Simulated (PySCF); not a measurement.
Ligand exchange on a metal centre used in film growth or etching (Ta F-OH). All species are isolated molecules in the gas phase. One relaxed conformer stands for each flexible species; it need not be the lowest.

The charge on the central atom (Mulliken) from two functionals at the same geometries (r2SCAN-D4/def2-SVP), both in PySCF: PBE-D3(BJ)/def2-TZVP and B3LYP-D3(BJ)/def2-TZVP. B3LYP has the VWN-RPA correlation part, as in Gaussian. 

```
species                                  B3LYP-D3(BJ)/def2-TZVP (e)
---------------------------------------  --------------------------
1 of 5 F replaced by OH ([Ta(F)4(OH)])                         1.76
2 of 5 F replaced by OH                                        1.72
3 of 5 F replaced by OH ([Ta(F)2(OH)3])                        1.67
4 of 5 F replaced by OH ([Ta(F)(OH)4])                         1.63
5 of 5 F replaced by OH ([Ta(OH)5])                            1.57
```

Q: What does PBE-D3(BJ)/def2-TZVP give for each?

A: 
- 1 of 5 F replaced by OH ([Ta(F)4(OH)]): 1.52
- 2 of 5 F replaced by OH: 1.47
- 3 of 5 F replaced by OH ([Ta(F)2(OH)3]): 1.42
- 4 of 5 F replaced by OH ([Ta(F)(OH)4]): 1.38
- 5 of 5 F replaced by OH ([Ta(OH)5]): 1.32
Over these rows, drawn at random from the members with no instability flagged (it was tested for open shells, ions and some series alone), PBE minus B3LYP-D3(BJ): mean -0.25 e, from -0.25 e to -0.24 e.
